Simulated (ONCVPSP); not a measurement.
## PBEsol ONCV dataset for Ho (Z = 67), scalar-relativistic all-electron reference.

holmium, optimised norm-conserving Vanderbilt (ONCV), made with ONCVPSP 4.0.1 (PBEsol, scalar-relativistic). Core [Kr], reference 4d10 4f11 5s2 5p6 5d0.5 6s1.5. Waves: 5s+6s: rc 1.78 bohr, ncon 4, nbas 8, qcut 6.5 1/bohr, 3 projectors, debl 1 Ha; 5p: rc 1.55 bohr, ncon 4, nbas 7, qcut 4.5 1/bohr, 2 projectors, debl 0.4 Ha; 4d+5d: rc 1.00 bohr, ncon 4, nbas 8, qcut 17.6 1/bohr, 2 projectors; 4f: rc 1.00 bohr, ncon 4, nbas 9, qcut 20.7 1/bohr, 2 projectors, debl 1.4 Ha. Local part: polynomial inside 0.65 bohr (lpopt 5, dvloc0 -1 Ha). Core correction: Teter function, fcfact 5.75, rcfact 1.15.

In the p channel the program set the typed energies aside and used -0.937, 0.250 Ha.

Poles of the logarithmic derivatives, all-electron (AE) and pseudo (PS). s: poles at -1.1 (AE) and -1.1 (PS) Ha. p: poles at 1.4 (AE) and 1.4 (PS) Ha. d: poles at -4.8 (AE) and -4.8 (PS) Ha. f: poles at 1.6 (AE) and 1.6 (PS) Ha. Test radii: s 1.80, p 1.57, d 1.02, f 1.02 bohr.

- Cutoffs needed: 156 Ha and 191 Ha (the cutoffs (Ha) at which the residual kinetic energy of the hardest occupied pseudo-wave falls to 1 and 0.1 mHa per electron)
- Ghost test: ghosts flagged at negative energy: s at -778.8 eV, p at -255.6 eV; GHOST(+) flagged for s at 375.6 eV; a true bound ghost makes a file unfit for plane-wave use
- Configuration tests: tests left out (the all-electron energies of this program are off by 10 to 40 meV for near-neutral 4f atoms)
- rms error of d²Exc/dni dnj: 3.42 mHa without and 2.64 mHa with the model core
